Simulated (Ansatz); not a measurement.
The cluster Al₆As was relaxed with PBE0-D4 (def2-SVP, def2-SVPD) in Ansatz in these states: charge -1 singlet, neutral doublet. The geometries follow in no particular order.

A:

```xyz
7

As   -0.0305   -2.6094    0.0144
Al   -1.5411    1.2440    0.4944
Al   -0.0531   -0.7640    1.5516
Al    1.5833   -0.2466   -0.5120
Al   -0.9545   -0.7730   -1.2224
Al   -0.0117    1.5691   -1.7313
Al    1.0077    1.5799    1.4053
```

B:

| atom | x (Å) | y (Å) | z (Å) |
| --- | --- | --- | --- |
| As1 | 1.504 | -1.966 | -0.101 |
| Al2 | -0.550 | 1.231 | 1.575 |
| Al3 | 1.638 | 0.418 | 0.426 |
| Al4 | -0.011 | -0.525 | -1.601 |
| Al5 | -0.570 | -1.307 | 1.005 |
| Al6 | -2.169 | 0.169 | -0.344 |
| Al7 | 0.157 | 1.979 | -0.960 |

Q: Judge from the bond lengths which geometry belongs to which state (an estimate).

A: A is the charge -1 singlet (As1–Al4 2.909 Å, Al4–Al7 2.710 Å, Al4–Al6 2.707 Å); B is the neutral doublet (As1–Al4 2.573 Å, Al4–Al7 2.589 Å, Al4–Al6 2.591 Å).

A triplet lies near this restricted singlet, and broken spin symmetry wasn't tried. At PBE0-D4/def2-SVP the charge 0 doublet is spin-contaminated (final ⟨S²⟩ up to 0.97, 0.75 for a pure state). These are the stationary points nearest to one start from a short search; other shapes may lie lower in each state.
